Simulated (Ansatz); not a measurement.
Reaction (ligand exchange at a Mo–O bond): `[OH][Mo]([F])([F])([F])=[S]` + HCl → `[F][Mo]([F])([F])(=[S])[Cl]` + H₂O

Gas-phase electronic energies from Ansatz, PBE0-D4/def2-TZVP geometries. CBS: MP2 limit from def2 TZ/QZ plus the TZ coupled-cluster correction, frozen cores. This one scheme is used for every species. Functionals use def2-TZVPP. HSE06 is defined as in plane-wave codes. Elements past krypton have def2 core potentials. For Mo outer-core shells are correlated without core-valence functions, which leaves a few kJ/mol of doubt a bond. Each species was taken in one conformer, which may not be the lowest.

Problem. Is it downhill or uphill in electronic energy at CCSD(T)/CBS, and by how much? (Estimate.)

Solution. Computed: Downhill: ΔE = -5.5 kcal/mol.

Problem. What do these levels give: BLYP-D4, B97M-V, r2SCAN0-D4, HSE06-D4, CAM-B3LYP-D4, PBE, revPBE, BLYP, BHLYP, SCS-MP2/def2-TZVPP, CCSD/def2-TZVPP, HF/def2-QZVPP? (An estimate is asked.)

Solution. The calculation gave: BLYP-D4 -3.4, B97M-V -3.3, r2SCAN0-D4 -3.9, HSE06-D4 -4.5, CAM-B3LYP-D4 -1.8, PBE -3.7, revPBE -3.8, BLYP -2.5, BHLYP -2.9, SCS-MP2/def2-TZVPP -6.1, CCSD/def2-TZVPP -3.2, HF/def2-QZVPP -2.9 kcal/mol.

Largest T1 diagnostic among the species: 0.024, so the coupled-cluster value is less sure than usual.

Leaving LDA and LC-ωPBE aside and taking each functional with its dispersion term where it has one, the values, not all of them listed here, spread over 3.7 kcal/mol, from PBE-QIDH to CAM-B3LYP-D4. LDA lies +0.9 kcal/mol from PBE without D4. In def2-TZVPP, CCSD(T) changes the Hartree–Fock value by −1.4 kcal/mol (the triples alone add −0.6 kcal/mol) and MP2 by −5.3 kcal/mol.
